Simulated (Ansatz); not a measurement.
`[SiH3][Ga]1[O][SiH2][S]1` + `[OH][In]([Cl])[Cl]` → `[SiH3][O][In]([Cl])[Cl]` + `[O]1[SiH2][S][GaH]1`  (cleavage of the Si–Ga bond)

Gas-phase electronic energies from Ansatz, PBE0-D4/def2-TZVP geometries. CCSD(T)/CBS adds triple-zeta CCSD(T) − MP2 to the extrapolated MP2 energy (def2 sets, frozen cores). def2 core potentials past Kr. For Ga, In outer-core shells are correlated without core-valence functions, which leaves a few kJ/mol of doubt a bond. Scalar relativity is left out up to krypton. One conformer a species, not always the lowest.

```
                   species  CCSD(T)/CBS(def2) energy (Eh)
`[SiH3][Ga]1[O][SiH2][S]1`                    -2978.18639
      `[OH][In]([Cl])[Cl]`                    -1185.26513
 `[SiH3][O][In]([Cl])[Cl]`                    -1475.58322
     `[O]1[SiH2][S][GaH]1`                    -2687.89394
```

Question: Work out ΔE.

Answer: ΔE = (-1475.58322) + (-2687.89394) − (-2978.18639) − (-1185.26513) = -0.02564 Eh = -67.3 kJ/mol.

Largest T1 diagnostic among the species: 0.015.

From PBE to PBE0 (25 % exact exchange), in def2-TZVPP and without D4, ΔE moves by −11.3 kJ/mol. Leaving LDA and LC-ωPBE aside and taking each functional with its dispersion term where it has one, the values, not all of them listed here, spread over 36.3 kJ/mol, from BHLYP-D4 to PBE-D4. LDA lies −5.9 kJ/mol from PBE without D4.
